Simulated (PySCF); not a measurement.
Spin states of GaI

Unrestricted PBE0; PySCF, scalar-relativistic core potentials, basis sets Ga cc-pVTZ-PP with ECP10, I cc-pVTZ-PP with ECP28. Outer shells of the fragments: Ga 3d10 4s2 4p1; I 4d10 5s2 5p5.

Followed along the bond (rough minima from three points):

| 2Ms+1 | unpaired | ⟨S²⟩ at the start | R at minimum (Å) | Te (eV) |
| --- | --- | --- | --- | --- |
| 1 | none | 0.00 | 2.60 | 0.00 |
| 3 | σ ↑, π ↑ | 2.01 | 2.56 | 3.13 |

Solutions found at the starting distance of 2.515 Å, counted from the lowest of them; the search is not exhaustive and high or unbound solutions are not listed, so other states can lie among these:

```
2Ms+1  unpaired   term  E (eV)  ⟨S²⟩  ⟨Lz²⟩  μ (D)
    1      none    ¹Σ⁺    0.00  0.00   0.00  -2.12
    3  σ ↑, π ↑     ³Π    3.11  2.01   1.00  -0.68
    1  σ ↑, π ↓  mixed    3.51  1.01   1.01  -0.22
    3      π ↑↑  mixed    4.50  2.01   2.01   3.22
    3      π ↑↑  mixed    4.68  2.01   2.02   3.29
    3      σ ↑↑    ³Σ⁺    5.18  2.00   0.00   0.58
    3  σ ↑, π ↑     ³Π    6.50  2.01   1.01   3.91
```

A term symbol is given only where ⟨S²⟩ and ⟨Lz²⟩ are close to those of a pure state; real π, δ and φ orbitals otherwise mix terms. A positive dipole means Ga(−)I(+).

Spin–orbit coupling is left out. Counting both spins, an empty level lies below a filled one in some of these solutions, because spin and occupation are held.
